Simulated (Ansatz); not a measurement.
One change: `[OH][SnH]([OH])[Br]` becomes `[OH][SnH]([Br])[Br]`.

Ansatz, PBE0-D4/def2-TZVP geometries, multiplicity 1. Each molecule was computed in one conformer, which needn't be the lowest.

Elements past krypton have def2 core potentials. Scalar relativity is left out up to krypton. Spin–orbit coupling is left out; it splits and shifts lone-pair levels of the heavy atoms by tenths of an eV.

```json
{"property": "LUMO energy (PBE/def2-TZVPP) / eV", "`[OH][SnH]([OH])[Br]`": "-2.44"}
{"property": "LUMO energy (PBE0/def2-TZVPP) / eV", "`[OH][SnH]([OH])[Br]`": "-1.51"}
{"property": "size of the dipole moment (ωB97M-V/def2-TZVPP) / D", "`[OH][SnH]([OH])[Br]`": "0.74"}
{"property": "HOMO energy (ωB97M-V/def2-TZVPP) / eV", "`[OH][SnH]([OH])[Br]`": "-10.92"}
{"property": "HOMO energy (PBE0/def2-TZVPP) / eV", "`[OH][SnH]([OH])[Br]`": "-8.68"}
{"property": "size of the dipole moment (PBE/def2-TZVPP) / D", "`[OH][SnH]([OH])[Br]`": "0.69"}
```

(1) Give the same properties after the change, and the shifts. (Best estimate.)

Results:

(1) The calculation gave: 
| property | `[OH][SnH]([Br])[Br]` | shift |
| --- | --- | --- |
| LUMO energy (PBE/def2-TZVPP) / eV | -2.97 | -0.53 |
| LUMO energy (PBE0/def2-TZVPP) / eV | -2.10 | -0.59 |
| size of the dipole moment (ωB97M-V/def2-TZVPP) / D | 0.61 | -0.13 |
| HOMO energy (ωB97M-V/def2-TZVPP) / eV | -10.81 | 0.11 |
| HOMO energy (PBE0/def2-TZVPP) / eV | -8.61 | 0.07 |
| size of the dipole moment (PBE/def2-TZVPP) / D | 0.58 | -0.11 |

With PBE0 the HOMO rises by 0.07 eV and the LUMO falls by 0.59 eV, so the gap narrows by about 0.66 eV. PBE moves the HOMO by -0.02 eV and ωB97M-V by 0.11 eV. The zero-point energy changes by -32.3 kJ/mol with -3 modes. Dipoles are sizes alone; their direction can turn.
